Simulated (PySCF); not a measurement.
# Two-dimensional NMR puzzle

Compound of formula C$_{4}$H$_{7}$N$_{3}$. Correlations simulated from computed shifts and couplings:

HSQC (one-bond C–H):
```csv
δH,δC,"¹J(C,H) (Hz)"
7.27,126.9,195
4.15,36.1,144
2.54,13.5,134
```

HMBC (two and three bonds, |J| ≥ 2.5 Hz):
```csv
δH,δC [abs. J in Hz]
7.27,149.3 [10.3]
4.15,126.9 [2.6]
2.54,"149.3 [6.8], 126.9 [4.3]"
```

Carbons without hydrogens: δ 149.3.

[PySCF 2.14.0 with density-fitted response routines: spin–spin couplings from B3LYP/pcJ-1 (spin–dipole term only in couplings to heteroatoms); GIAO PBE0/pcSseg-1 shieldings; geometry: GFN2-xTB; rapidly exchanging positions averaged; no relativistic terms; one conformer; in vacuum]

Scale: ¹H (σref 31.72) and ¹³C (σref 186.93) against TMS (reference shieldings calculated alike).

Exchangeable hydrogens are left out of these lists, and C,H couplings along chains are those of one rotamer, so weak HMBC peaks may be missing or extra.

**Question.** Work out the connectivity.

**Answer.** `N1=NN(C)C=C1C`.

Atom-mapped SMILES (the numbers label the heavy atoms): `[CH3:1][c:2]1[cH:3][n:4]([CH3:5])[n:6][n:7]1`. Hydrogens are named by the atom that carries them.

δC 149.3 is C2, a substituted aromatic carbon next to a ring nitrogen. δC 126.9 is C3, an aromatic CH next to a ring nitrogen (δH 7.27). δC 36.1 is C5, a methyl carbon bonded to N (δH 4.15). δC 13.5 is C1, a methyl carbon on an aromatic ring (δH 2.54). HMBC from δH 7.27 reaches the proton-free carbon C2. HMBC from δH 2.54 reaches the proton-free carbon C2.

The data come from this structure; uniqueness wasn't tested.

Shifts are as computed. Against solution values, carbons near 30 ppm lie about +3 ppm off and those near 130 ppm about +5 ppm. Of 1211 compounds with measured shifts, 218 miss one by over three times the rms of a fit or turn the order of signals round; such compounds aren't used in these exercises.
